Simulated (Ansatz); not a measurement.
One change: `COC(=N)[SiH2]F` becomes `CO[C](=N)[SnH3]`.

Ansatz, PBE0-D4/def2-TZVP geometries, multiplicity 1. Each molecule was computed in one conformer, which needn't be the lowest.

Elements past krypton have def2 core potentials.

```csv
property,`COC(=N)[SiH2]F`
size of the dipole moment (PBE/def2-TZVPP) / D,1.30
HOMO energy (PBE/def2-TZVPP) / eV,-6.35
size of the dipole moment (B3LYP/def2-TZVPP) / D,1.36
HOMO energy (PBE0/def2-TZVPP) / eV,-7.80
LUMO energy (PBE/def2-TZVPP) / eV,-1.35
size of the dipole moment (ωB97M-V/def2-TZVPP) / D,1.32
```

**Question.** Give the same properties after the change, and the shifts. (Best estimate.)

**Answer.** The calculation gave: 
| property | `CO[C](=N)[SnH3]` | shift |
| --- | --- | --- |
| size of the dipole moment (PBE/def2-TZVPP) / D | 2.40 | 1.10 |
| HOMO energy (PBE/def2-TZVPP) / eV | -6.22 | 0.13 |
| size of the dipole moment (B3LYP/def2-TZVPP) / D | 2.37 | 1.01 |
| HOMO energy (PBE0/def2-TZVPP) / eV | -7.63 | 0.17 |
| LUMO energy (PBE/def2-TZVPP) / eV | -0.93 | 0.42 |
| size of the dipole moment (ωB97M-V/def2-TZVPP) / D | 2.33 | 1.01 |

With PBE0 the HOMO rises by 0.17 eV and the LUMO rises by 0.42 eV, so the gap widens by about 0.25 eV. PBE moves the HOMO by 0.13 eV and ωB97M-V by 0.22 eV. Dipoles are sizes alone; their direction can turn.

B3LYP here is the variant with VWN-RPA as its local correlation; programs differ in this.
